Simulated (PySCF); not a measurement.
**Zr: interval between two levels**

Zr [Kr] 4d2 5s2 [3F4, M_J = 4] → Zr [Kr] 4d3 5s1 [5F5, M_J = 5], as a difference of total energies. Calculation: PySCF 2.14, in x2c-TZVPall-2c; the two-component X2C-1e Hamiltonian. Correlated levels: [Ar] 3d10 frozen; the 6 highest virtual spinors dropped. "Screened" scales the spin-orbit matrix elements by Boettger's factors to mimic the two-electron term; Breit and QED terms are absent.

```
                    method  interval between two levels (cm⁻¹)  error (cm⁻¹)
           GHF (spin-free)                             -87.220         -4735
          GMP2 (spin-free)                              4042.0          -606
 GHF (screened spin-orbit)                             -186.58         -4835
GMP2 (screened spin-orbit)                              3927.2          -721
```

Reference: 4648.1 cm⁻¹ (measured; NIST Handbook of Basic Atomic Spectroscopic Data (Sansonetti and Martin, J. Phys. Chem. Ref. Data 34, 1559 (2005))).

The spin-free rows relax to the high-spin LS determinant and lack the spin-orbit shift.

Errors of the correlated levels include the incompleteness of this basis and the frozen core.

The labels give the starting determinants; with spin-orbit coupling the two ends relaxed to ⟨J²⟩ = 20.31, ⟨L²⟩ = 12.15, ⟨S²⟩ = 2.08 and ⟨J²⟩ = 30.01, ⟨L²⟩ = 12.03, ⟨S²⟩ = 6.01.

The determinant of the lower state mixes levels of different J (the jj label is only the starting occupation), so the difference between spin-free and spin-orbit rows is not the physical spin-orbit shift.
